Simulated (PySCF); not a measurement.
# Core-level binding energies of Si(NCO)2Cl2

Compound: Si(NCO)2Cl2, C2Cl2N2O2Si.
Geometry (PBE0-D3(BJ)/def2-SVP, Å), atoms numbered from 1 in this order:
```xyz
9
C2Cl2N2O2Si angstrom
Si    -0.631   -0.071   -0.484
N     -0.697    0.047    1.199
C     -0.791    0.122    2.393
O     -0.876    0.195    3.550
N      0.981   -0.053   -0.987
C      2.093   -0.019   -1.436
O      3.174    0.012   -1.861
Cl    -1.609    1.508   -1.319
Cl    -1.512   -1.809   -1.080
```

Level of theory: PySCF 2.14.0, delta-SCF UKS SCAN, pcX-2 on the ionised atom, pcseg-1 elsewhere, spin-free X2C. Vertical ΔSCF values, vacuum level as zero.

Task: List the computed XPS lines with their assignment.

Result: 
```tsv
atom(s)	bonded to	level	binding energy (eV)	2p1/2 (eV)	count
Si1	2 Cl and 2 N	Si 2p3/2	110.16	110.79	1
Cl8/Cl9	Si	Cl 2p3/2	206.76	208.41	2
C3/C6	O and N	C 1s	295.79	–	2
N2/N5	C and Si	N 1s	406.26	–	2
O4/O7	C	O 1s	540.12	–	2
Si1	2 Cl and 2 N	Si 1s	1850.52	–	1
Cl8/Cl9	Si	Cl 1s	2829.34	–	2
```

Task: Which effective nuclear charge Zeff reproduces each element's mean 1s value in the hydrogen-like formula E = 13.606 eV × Zeff²?

Result: C (Z = 6): mean 295.8 eV, Zeff = 4.66, Z − Zeff = 1.34; N (Z = 7): mean 406.3 eV, Zeff = 5.46, Z − Zeff = 1.54; O (Z = 8): mean 540.1 eV, Zeff = 6.30, Z − Zeff = 1.70; Si (Z = 14): mean 1850.5 eV, Zeff = 11.66, Z − Zeff = 2.34; Cl (Z = 17): mean 2829.3 eV, Zeff = 14.42, Z − Zeff = 2.58. Means run over the listed sites, weighted by atom count.

Task: Express the binding energy of Cl 2p3/2 of Cl8/Cl9 in atomic units and per mole.

Result: 206.76 eV = 7.5983 Eh = 19949 kJ/mol.

The first atom of each set that the bonding makes equivalent was ionised and stands for the set. The 2p values add to the ΔSCF energy of one spin-free hole a correction within the shell (spin–orbit coupling, ligand field). 2p1/2 minus 2p3/2 (ligand field included): Si 0.63 eV, Cl 1.65 eV. Geometry: PBE0-D3(BJ)/def2-SVP; no solvent, vibrations or thermal averaging.

The run took 60 s on an Intel Xeon Platinum 8259CL at 2.50 GHz with one thread, shared host with 96 logical CPUs at a one-minute load of 52, and the process peaked at 0.62 GiB of memory.
